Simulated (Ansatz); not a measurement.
Two members of one family (Series ZrF3X), computed with Ansatz in the gas phase; def2 core potentials for I, Zr, no spin–orbit coupling. A dash marks a value that wasn't run or was left out as unsound. The structures are stationary points that may keep the symmetry of their start. Remarks come from the PBE and PBE0 runs and from stability tests at other levels; not every state was tested. HOMO above LUMO (over both spins in singlets and doublets, within one spin in higher multiplets; at PBE or PBE0), or a gap under 0.15 eV within one spin, warns that the state may not be the lowest or that an electron is smeared out.

First: ZrBrF3 (singlet, charge 0, PBE0-D4/def2-SVP geometry).

```xyz
5

Zr   -0.089   -0.041   -0.056
Br    1.875    0.877    1.181
F    -0.637    1.176   -1.391
F    -1.523   -0.332    1.137
F     0.374   -1.681   -0.871
```

| level | HOMO (eV) | LUMO (eV) | gap (eV) | vertical IE (eV) | vertical triplet (eV) |
| --- | --- | --- | --- | --- | --- |
| PBE-D4/def2-SVP | -7.82 | -2.57 | 5.25 | – | – |
| PBE-D4/def2-TZVP | -7.95 | -2.72 | 5.23 | 11.48 | 6.10 |
| revPBE-D4/def2-TZVP | -7.87 | -2.61 | 5.26 | – | – |
| r2SCAN-D4/def2-TZVP | -8.31 | -2.58 | 5.73 | 11.66 | 6.23 |
| BHLYP-D4/def2-TZVP | -10.44 | -0.94 | 9.49 | – | – |

Metal–donor distances: 1 × Br 2.50 Å, 3 × F 1.89 Å. Remarks: gap within one spin near zero at PBE or PBE0 (+1 doublet).

Second: ZrIF3 (singlet, charge 0, PBE0-D4/def2-SVP geometry).

```xyz
5

Zr    0.151   -0.022   -0.041
I    -2.441    0.365    0.665
F     1.105    1.599    0.104
F     0.245   -0.635   -1.823
F     0.940   -1.307    1.095
```

Question: Estimate how these quantities change from the first to the second (second minus first).

Answer: 
```csv
level,Δ HOMO (eV),Δ LUMO (eV),Δ gap (eV),Δ vertical IE (eV),Δ vertical triplet (eV)
PBE-D4/def2-SVP,0.69,-0.12,-0.81,–,–
PBE-D4/def2-TZVP,0.74,-0.10,-0.83,-1.04,-0.96
revPBE-D4/def2-TZVP,0.73,-0.10,-0.83,–,–
r2SCAN-D4/def2-TZVP,0.78,-0.10,-0.88,-1.10,-1.04
BHLYP-D4/def2-TZVP,1.08,-0.16,-1.24,–,–
```

Metal–donor distances: 1 × I 2.71 Å, 3 × F 1.89 Å. Remarks: gap within one spin near zero at PBE or PBE0 (+1 doublet).
